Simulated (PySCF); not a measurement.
What went wrong, or what changed?

The sound run of Tb2S3 (singlet in the valence; each metal's 4f electrons, 8 of them, lie in its core potential, out of spins and levels) uses PySCF 2.14.0, RKS r2SCAN, Tb lcecp-1-SVP with ECP54, S def2-SVP; non-relativistic Hamiltonian with scalar-relativistic core potentials where named; density fitting; no spin-orbit coupling, grid (50, 194), threshold 1e-8 and 55 cycles at the relaxed geometry. This run, with dm0 from free metal ions and neutral atoms, differs:

```python
mol = gto.M(atom='''
Tb     0.24536    -0.57074     2.33855
Tb     0.24536    -0.57074    -2.33855
S      0.67347    -1.56658    -0.00000
S     -0.67515     1.57050     2.53388
S     -0.67515     1.57050    -2.53388''',
    basis={'Tb': 'lcecp-1-SVP', 'S': 'def2-SVP'},
    ecp={'Tb': 'lcecp-1-SVP'},
    charge=0, spin=0)
mf = dft.RKS(mol, xc='R2SCAN')
mf.grids.atom_grid = (50, 194)  # f atoms: unpruned, at least (60, 302)
mf = mf.density_fit()  # fitting sets: Tb AutoAux, S def2-universal-JKFIT
mf.conv_tol = 1e-08; mf.max_cycle = 8
mf.kernel(dm0)
```

Task: What was changed, and how did it end?

Result: The cycle limit was cut. The SCF did not converge. It was all but converged: the last energy is already the sound run's, only the stopping test failed.
```
init E= -1295.59720047164
cycle= 1 E= -1265.12144431816  delta_E= 30.5  |g|= 2.84  |ddm|= 4.76
cycle= 2 E= -1263.99203720159  delta_E= 1.13  |g|= 3.02  |ddm|= 7.06
cycle= 3 E= -1267.29621323726  delta_E= -3.3  |g|= 0.24  |ddm|= 4.73
cycle= 4 E= -1267.23036232152  delta_E= 0.0659  |g|= 0.489  |ddm|= 1.04
cycle= 5 E= -1267.31909888106  delta_E= -0.0887  |g|= 0.0665  |ddm|= 0.641
cycle= 6 E= -1267.31935768755  delta_E= -0.000259  |g|= 0.0515  |ddm|= 0.126
cycle= 7 E= -1267.32045226308  delta_E= -0.00109  |g|= 0.00723  |ddm|= 0.075
cycle= 8 E= -1267.32046973991  delta_E= -1.75e-05  |g|= 0.00121  |ddm|= 0.0112
SCF not converged.
```

Run from Python with OMP_NUM_THREADS=2; the lines above give its settings.
It took 5.7 s on 2 threads of AMD EPYC 7B13 (Zen 3) (shared host).

No frequency check is given that shows the relaxed geometry to be a minimum. An lcecp potential fixes the number of 4f electrons, so in runs with it no electron can move into or out of that shell.
